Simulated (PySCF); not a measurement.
HBeBrO (SMILES [OH][Be][Br]), singlet, at a GFN2-xTB geometry (such geometries of metal compounds can be far from the true shape); DF-B3LYP/6-31G* run with PySCF.

PySCF was given this input:
```python
from pyscf import gto, scf, dft

mol = gto.Mole()
mol.atom = '''
    Be    0.11210168   -0.92076623    0.67923428
    Br   -0.06767155    0.63291658   -0.49255414
    O     0.20686525   -1.97252510    1.54611652
    H     0.26517551   -2.68881441    2.15352574
'''
mol.basis = '6-31g*'
mol.verbose = 4
mol.max_memory = 1800
mol.build()

mf = dft.RKS(mol)
mf.xc = 'b3lyp'
mf = mf.density_fit(auxbasis='def2-universal-jkfit')
mf.kernel()
```

It wrote (shortened):

```
PySCF version 2.14.0

[INPUT] verbose = 4
[INPUT] num. atoms = 4
[INPUT] num. electrons = 48
[INPUT] charge = 0
[INPUT] spin (= nelec alpha-beta = 2S) = 0
[INPUT] symmetry False subgroup None
[INPUT] Mole.unit = angstrom
[INPUT] Symbol           X                Y                Z      unit          X                Y                Z       unit  Magmom
[INPUT]  1 Be     0.112101680000  -0.920766230000   0.679234280000 AA    0.211841473304  -1.739995999448   1.283566763616 Bohr   0.0
[INPUT]  2 Br    -0.067671550000   0.632916580000  -0.492554140000 AA   -0.127880695925   1.196038995896  -0.930792426121 Bohr   0.0
[INPUT]  3 O      0.206865250000  -1.972525100000   1.546116520000 AA    0.390918667190  -3.727532212830   2.921736779466 Bohr   0.0
[INPUT]  4 H      0.265175510000  -2.688814410000   2.153525740000 AA    0.501109088842  -5.081122834684   4.069573850801 Bohr   0.0

nuclear repulsion = 104.701397117488
number of shells = 26
number of NR pGTOs = 153
number of NR cGTOs = 62
basis = 6-31g*
ecp = {}

******** <class 'pyscf.df.df_jk.DFRKS'> ********
method = DFRKS
initial guess = minao
damping factor = 0
level_shift factor = 0
DIIS = <class 'pyscf.scf.diis.CDIIS'>
diis_start_cycle = 1
diis_space = 8
diis_damp = 0
SCF conv_tol = 1e-09
SCF conv_tol_grad = None
SCF max_cycles = 50
direct_scf = False
XC library pyscf.dft.libxc version 7.1.2
    S. Lehtola, C. Steigemann, M. J. T. Oliveira, and M. A. L. Marques,  SoftwareX 7, 1–5 (2018)
XC functionals = b3lyp
    P. J. Stephens, F. J. Devlin, C. F. Chabalowski, and M. J. Frisch,  J. Phys. Chem. 98, 11623 (1994)
radial grids:
    Treutler-Ahlrichs [JCP 102, 346 (1995); DOI:10.1063/1.469408] (M4) radial grids

becke partition: Becke, JCP 88, 2547 (1988); DOI:10.1063/1.454033
pruning grids: <function nwchem_prune>
grids dens level: 3
symmetrized grids: False
atomic radii adjust function: <function treutler_atomic_radii_adjust>
small_rho_cutoff = 0
Set gradient conv threshold to 3.16228e-05
Initial guess from minao.
tot grids = 58040
******** <class 'pyscf.df.df.DF'> ********
auxbasis = def2-universal-jkfit
init E= -2663.71575081285
  HOMO = -0.351079808188906  LUMO = -0.055185544810243  gap/eV = 8.05169
cycle= 1 E= -2664.44990455675  delta_E= -0.734  |g|= 0.812  |ddm|= 2.15
  HOMO = -0.160113635084187  LUMO = 0.0426123379480234  gap/eV = 5.51645
cycle= 2 E= -2664.10268840364  delta_E= 0.347  |g|= 1.53  |ddm|= 1.34
  HOMO = -0.275639389309863  LUMO = 0.0143629207032481  gap/eV = 7.89136
cycle= 3 E= -2664.57190751565  delta_E= -0.469  |g|= 0.104  |ddm|= 0.932
  HOMO = -0.302075105902479  LUMO = 0.0133166912385843  gap/eV = 8.58225
cycle= 4 E= -2664.5748826938  delta_E= -0.00298  |g|= 0.0314  |ddm|= 0.159
  HOMO = -0.29487652924907  LUMO = 0.0153768150637292  gap/eV = 8.44242
cycle= 5 E= -2664.57508966903  delta_E= -0.000207  |g|= 0.0121  |ddm|= 0.0533
  HOMO = -0.295428411281752  LUMO = 0.0156678797112404  gap/eV = 8.46536
cycle= 6 E= -2664.57510453902  delta_E= -1.49e-05  |g|= 0.00125  |ddm|= 0.0094
  HOMO = -0.295328928672116  LUMO = 0.0155150878723589  gap/eV = 8.45850
cycle= 7 E= -2664.57510489455  delta_E= -3.56e-07  |g|= 0.000535  |ddm|= 0.00176
  HOMO = -0.295335987363376  LUMO = 0.0155421648932821  gap/eV = 8.45943
cycle= 8 E= -2664.57510499063  delta_E= -9.61e-08  |g|= 2.37e-05  |ddm|= 0.000648
  HOMO = -0.295331294734264  LUMO = 0.015543228491194  gap/eV = 8.45933
cycle= 9 E= -2664.57510499078  delta_E= -1.56e-10  |g|= 8.19e-06  |ddm|= 4.8e-05
  HOMO = -0.295334635922103  LUMO = 0.0155431335922147  gap/eV = 8.45941
Extra cycle  E= -2664.57510499079  delta_E= -4.09e-12  |g|= 8.97e-06  |ddm|= 2.62e-05
converged SCF energy = -2664.57510499079
```
